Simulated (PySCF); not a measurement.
Diatomic cations of H with group 15

CCSD(T) with triple-zeta basis sets in PySCF, for the lowest determinant that a PBE0 search found; no spin–orbit coupling. De refers to high-spin ground-configuration atoms (the charge goes to the atom of lower measured ionisation energy or higher electron affinity, which is not always the lowest computed limit).

| M | basis | reference, frozen orbitals | charged atom | state (unpaired electrons) | Re (Å) | ωe (cm⁻¹) | De (eV) |
| --- | --- | --- | --- | --- | --- | --- | --- |
| N | def2-TZVPPD | UHF, 1 | H+ | quartet (σ ↑, π ↑↑) | 1.093 | 2720 | 3.68 |
| P | def2-TZVPPD | UHF, 5 | P+ | doublet (π ↑) | 1.426 | 2388 | 3.43 |
| As | cc-pVTZ-PP/cc-pVTZ | UHF, 4 | As+ | doublet (π ↑) | 1.519 | 2241 | 3.12 |
| Sb | cc-pVTZ-PP/cc-pVTZ | UHF, 4 | Sb+ | doublet (π ↑) | 1.708 | 2001 | 2.74 |
| Bi | cc-pVTZ-PP/cc-pVTZ | UHF, 4 | Bi+ | doublet (π ↑) | 1.786 | 1876 | n/a |

The shortest bond is that of NH⁺ (1.093 Å), the longest that of BiH⁺ (1.786 Å).

The rows differ in basis set, which adds steps of its own.

The state changes along the series, so neighbouring rows are not always alike in their bonding.

Correlated steps freeze the inner cores (1 to 5 orbitals); shallow outer-core shells are correlated. These are scalar-relativistic numbers at best; spin–orbit coupling would shift them, the dissociation energy most. For an ion De counts to the pair picked by the measured ionisation energies or electron affinities, which need not be the lowest pair at this level. States were picked by a PBE0 search and need not be the measured ground states.
